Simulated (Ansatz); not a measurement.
Ligand-field states of Cu(NH2)2 (CuN₂H₄) at its r2SCAN-D4/def2-TZVP geometry (relaxed as a doublet).

Cartesian coordinates in Å:
```
Cu -0.0018 0.0005 -0.0002
N 0.0055 -0.5852 -1.6728
H -0.6713 -0.3428 -2.3840
H 0.6883 -1.2159 -2.0712
N -0.0062 0.5852 1.6728
H -0.6870 1.2166 2.0735
H 0.6725 0.3417 2.3819
```

CASSCF(9,5) on the Cu 3d shell in def2-TZVP, averaged with equal weights over 5 doublets, then SC-NEVPT2; Ansatz, no spin–orbit coupling. The space holds no ligand orbitals and no second d shell, so covalent complexes are described poorly.

Q: Estimate the states' energies above the lowest.

A: 
| state | CASSCF (cm⁻¹) | NEVPT2 (cm⁻¹) |
| --- | --- | --- |
| doublet 1 | 0 | 0 |
| doublet 2 | 306 | 2503 |
| doublet 3 | 5559 | 9787 |
| doublet 4 | 7554 | 11871 |
| doublet 5 | 7619 | 11928 |
The lowest NEVPT2 state is a doublet. Hardware: 4 threads of Intel Xeon 6975P-C on a shared host. Wall time 3.5 s.
